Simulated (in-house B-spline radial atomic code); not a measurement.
**RPA and G0W0 on CAM-B3LYP: Ga3+**

Configuration [Ar] 3d10, mean-field start CAM-B3LYP. Computed with a B-spline radial code for spherical atoms: all electrons, scalar-relativistic (spin-free one-electron X2C), finite nucleus, each spin shell either full or empty, empty states to l = 9 with an (l + 1/2)⁻⁴ tail; G0W0 by contour deformation at full frequency.

Command:
```bash
python run_gw.py task.json out
```
Settings (radii: box in bohr, nucleus in fm):
```
Z                        31
electrons                28
configuration            [Ar] 3d10
hamiltonian              x2c
method                   camb3lyp
lmax                     9
rms_radius               3.9973
spin_polarised           False
box_radius               14.14
intervals                69
```

Run time, properties included: 3.6 s on 1 thread of Arm Neoverse N1, on a shared host.

Energies (hartree):

```csv
term,value
mean-field total,-1941.88221
Hartree-Fock functional on these orbitals,-1940.22942
direct second order,-2.4669
second-order exchange,0.7116
SOSEX correction,0.64842
```

(1) What is the RPA correlation energy, and what remains with SOSEX?

Quasi-particle levels (eV):

| level | occupied | mean field | Σx - vxc | Σc | QP weight | G0W0 |
| --- | --- | --- | --- | --- | --- | --- |
| 3d | yes | -57.40 | -8.75 | ? | ? | ? |
| 4s | no | -34.05 | 4.44 | -1.34 | 0.986 | -30.95 |

G0W0 = mean field + (Σx - vxc) + Σc, with Σc (partial-wave tail included) taken at the quasi-particle energy. Only the outer levels were computed. Levels of low weight are left out.

(2) Where does G0W0 put 3d?

## Answers

(1) RPA gives -2.0953 hartree (-2.04 eV per electron); RPA + SOSEX gives -1.4469, and the second-order doubles -1.7553 hartree (no singles). RPA lacks exchange-type terms and so overcorrelates at short range.

(2) At -63.95 eV, with Σc = 2.20 eV and a quasi-particle weight of 0.936. The tabulated removal energy is 63.241 ± 0.009 eV (NIST, measured); the calculation leaves out spin-orbit coupling, Breit and QED terms, and what these don't explain is the method's own error.
